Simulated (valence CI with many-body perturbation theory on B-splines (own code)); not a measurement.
**Hyperfine factors and g values of Tb XLV**

Calculated by relativistic CI+MBPT: three valence electrons over a frozen Dirac-Fock core [Ar], radial functions for each j: 7 s, 7 p, 8 d, 6 f, 4 g, 1 h, with the one-electron correlation potential Σ1 (screened to all orders), the two-electron term Σ2, the three-electron term Σ3, Breit, model QED; selected single and double excitations, second order for the rest, scaled by the run's own slope (own B-spline code, finite nucleus).

No measured spectrum was set against this ion. As an estimate, large intervals hold to a few tenths of a per cent, small ones and those within an open d or f shell to about a per cent. Only levels of the ground parity were solved; by the run's estimate the other parity begins above the list, which can be wrong where configurations are misplaced.

A/g_I is the dipole constant over the nuclear g factor μ/I (μ in nuclear magnetons, uniformly magnetised nucleus), B/Q the quadrupole constant per barn. Both hold the static response of the core; the bare values leave it out. Large factors of s and p1/2 electrons are usually good to 5 to 10 %; those of open d and f shells near neutrality can be off by tens of per cent, and small factors of p3/2, d and f electrons come from cancelling terms and can be off by a factor of two or in sign, in half-filled shells by more. B is blank for J = 1/2, where it vanishes, and for nearly pure S terms. Energies count from the lowest level.

Levels are named by their leading jj configuration (3d3/2^4 stands for four electrons in 3d with j = 3/2), which in mixed levels can hold well under half, so a name can repeat and another be missing. Letters in brackets count levels of one name in rising energy.

| Level | E (eV) | g | A/g_I (MHz) | A/g_I bare | B/Q (MHz/b) | B/Q bare |
| --- | --- | --- | --- | --- | --- | --- |
| (3d3/2^3) J=3/2 | 0.00 | 0.682 | 66700 | 66200 | -36700 | -37200 |
| (3d3/2^2 3d5/2) J=5/2 [a] | 32.77 | 1.048 | 37900 | 38100 | -19600 | -19900 |
| (3d3/2^2 3d5/2) J=3/2 | 38.54 | 1.197 | 30300 | 30800 | -9960 | -10100 |
| (3d3/2^2 3d5/2) J=7/2 | 40.97 | 1.054 | 40600 | 40700 | 12700 | 12900 |
| (3d3/2^2 3d5/2) J=9/2 | 41.64 | 1.051 | 42200 | 42400 | 43600 | 44200 |
| (3d3/2^2 3d5/2) J=1/2 | 42.87 | 1.847 | -29300 | -27500 |  |  |
| (3d3/2^2 3d5/2) J=5/2 [b] | 60.85 | 1.306 | 22800 | 23500 | 60700 | 61600 |
| (3d3/2 3d5/2^2) J=7/2 [a] | 73.41 | 1.094 | 31900 | 32100 | -803 | -823 |
| (3d3/2 3d5/2^2) J=9/2 | 76.90 | 1.133 | 32300 | 32600 | 15100 | 15300 |
| (3d3/2 3d5/2^2) J=3/2 [a] | 81.27 | 1.124 | 36100 | 36400 | -40000 | -40600 |
| (3d3/2 3d5/2^2) J=1/2 | 83.68 | 1.473 | -11100 | -10100 |  |  |
| (3d3/2 3d5/2^2) J=11/2 | 85.30 | 1.082 | 36400 | 36600 | 84900 | 86100 |
| (3d3/2 3d5/2^2) J=5/2 [a] | 86.24 | 1.229 | 14600 | 15100 | 52200 | 53000 |
| (3d3/2 3d5/2^2) J=5/2 [b] | 91.88 | 1.107 | 37400 | 37700 | -15700 | -15900 |
| (3d3/2 3d5/2^2) J=7/2 [b] | 93.41 | 1.096 | 37100 | 37300 | 17100 | 17400 |
| (3d3/2 3d5/2^2) J=3/2 [b] | 108.26 | 0.963 | 54800 | 54800 | 46100 | 46800 |
| (3d5/2^3) J=9/2 | 117.09 | 1.145 | 26900 | 27200 | 9610 | 9750 |
| (3d5/2^3) J=3/2 | 129.93 | 1.057 | 32300 | 32500 | 11100 | 11300 |
| (3d5/2^3) J=5/2 | 138.16 | 1.154 | 27000 | 27300 | 9520 | 9650 |

Take the isotope of mass number 159, with I = 3/2, μ = 2.009 μN and Q = 1.432 b. What is the hyperfine structure of (3d3/2^2 3d5/2) J=5/2 [a]?

From the table A = 50800 MHz, B = -28100 MHz. Shifts from the centre of gravity in MHz: F = 1: -286000, F = 2: -162000, F = 3: 2760, F = 4: 183000.
